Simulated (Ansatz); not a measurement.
CH₆BNTe (`NCB[TeH]`). The species carries charge 0 and has multiplicity 1. Te: def2 effective core potential. Geometry: relaxed with PBE0-D4/def2-TZVP. It is one conformer, not always the lowest.

```xyz
10

N    -1.237   -0.992    0.678
C    -0.255    0.054    0.427
B     0.514   -0.118   -0.920
Te    2.304    0.907   -1.406
H    -1.840   -0.752    1.455
H    -1.827   -1.131   -0.132
H     0.455    0.088    1.262
H    -0.681    1.078    0.384
H     0.106   -0.812   -1.805
H     2.460    1.679    0.057
```

(1) What is the dipole moment at B3LYP/def2-TZVPP? (Estimate.)

(2) And with PBE, r2SCAN, ωB97M-V? (An estimate is asked.)

(3) Give the Mulliken charges with B3LYP, r2SCAN, ωB97M-V in def2-TZVPP. (Estimate.)

## Answers

(1) Computed: 1.49 D, with components (-0.94, 1.11, 0.33) D in this frame, pointing from negative to positive charge.

(2) Ansatz gave: PBE 1.48 D, r2SCAN 1.55 D, ωB97M-V 1.56 D.

(3) Computed: 
```
atom  B3LYP  r2SCAN  ωB97M-V
  N1  -0.34   -0.36    -0.29
  C2  -0.08   -0.03    -0.12
  B3  -0.10   -0.08    -0.15
 Te4   0.10    0.12     0.07
  H5   0.12    0.13     0.10
  H6   0.13    0.14     0.11
  H7   0.09    0.06     0.11
  H8   0.09    0.06     0.12
  H9   0.03    0.00     0.08
 H10  -0.05   -0.04    -0.02
```

B3LYP here is the variant with VWN-RPA as its local correlation; programs differ in this.
